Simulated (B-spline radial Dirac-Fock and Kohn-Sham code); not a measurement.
Relativistic shifts of the levels of W²⁸⁺

System: W²⁸⁺ in the configuration 1s2 2s2 2p6 3s2 3p6 3d10 4s2 4p6 4d10.

Both columns are ΔSCF binding energies of the configuration average from a radial atomic solver: non-relativistic Hartree-Fock with a point nucleus, and Dirac-Fock with a finite nucleus and the Coulomb interaction alone, averaged over the two j levels with weights 2j+1.

| shell | Hartree-Fock (eV) | Dirac-Fock (eV) | shift (eV) | shift (%) |
| --- | --- | --- | --- | --- |
| 1s | 65203.8 | 70865.3 | +5661.52 | +8.68 |
| 2s | 11657.3 | 13155.3 | +1497.97 | +12.85 |
| 2p | 11191.4 | 11688.1 | +496.72 | +4.44 |
| 3s | 3469.7 | 3842.6 | +372.84 | +10.75 |
| 3p | 3255.3 | 3394.2 | +138.93 | +4.27 |
| 3d | 2860.7 | 2842.7 | -18.03 | -0.63 |
| 4s | 1404.6 | 1514.8 | +110.24 | +7.85 |
| 4p | 1309.9 | 1352.1 | +42.22 | +3.22 |
| 4d | 1137.2 | 1135.3 | -1.85 | -0.16 |

Relativity binds 1s, 2s, 2p, 3s, 3p, 4s, 4p more strongly, among those listed most of all 2s in relative terms, and 3d, 4d more weakly, because the contracted s and p shells screen the nucleus better.

Values without a named source are computed, but for edge energies of neutral atoms, which are taken from tables.
